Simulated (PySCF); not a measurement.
**MoHCl: from structure and modes to constants**

Computed with PySCF, UPBE0, basis Mo def2-TZVP with ECP28, H def2-TZVP, Cl def2-TZVP (scalar-relativistic core potentials, no spin–orbit coupling, density fitting).

The quintet minimum has Cs symmetry. Masses (u): Mo 97.90541, H 1.00782, Cl 34.96885.

```xyz
3
charge 0 multiplicity 5, angstrom
Mo    0.2651    0.0000   -0.5251
H    -0.8557    0.0000   -1.8080
Cl   -0.7069    0.0000    1.5159
```

Harmonic wavenumbers (cm⁻¹): 388.7 (a', ×1), 421.5 (a', ×1), 1861.4 (a', ×1).

(1) Find the principal moments of inertia and the rotational constants. What kind of rotor is it?

(2) What is the harmonic zero-point energy?

(3) Find the vibrational entropy and heat capacity at 298.15 K.

(4) Give the standard entropy (298.15 K, 1 bar) by its translational, rotational, vibrational and spin parts, and Cp.

Answers

(1) About the centre of mass I = 2.415, 133.33, 135.74 u Å². With B = 16.8576/I this gives 6.98, 0.1264, 0.1242 cm⁻¹. The molecule is an asymmetric top with κ = -1.00.

(2) Half the sum of all 3 wavenumbers, 2672/2 = 1336 cm⁻¹, which is 16.0 kJ/mol (1 cm⁻¹ = 0.0119627 kJ/mol).

(3) With u = 1.43878 ω/T, each mode gives S = R[u/(eᵘ−1) − ln(1−e⁻ᵘ)] and C = R u² eᵘ/(eᵘ−1)².
| ω (cm⁻¹) | u | S (J/(mol K)) | C (J/(mol K)) |
| --- | --- | --- | --- |
| 388.7 | 1.876 | 4.20 | 6.25 |
| 421.5 | 2.034 | 3.71 | 5.96 |
| 1861.4 | 8.983 | 0.01 | 0.08 |
The sums over all modes are S = 7.9 and C = 12.3 J/(mol K); the softest mode gives 53 % of the entropy.

(4) Sackur–Tetrode with M = 133.88 u gives 169.9; rotation with symmetry number 1 gives 92.9; vibration 7.9; spin R ln 5 = 13.4. The total is 284.2 J/(mol K), and Cp = 4 R + 12.3 = 45.6 J/(mol K).

Other isomers or separated fragments may lie lower. Other spin states or occupations of the open shell can lie lower.
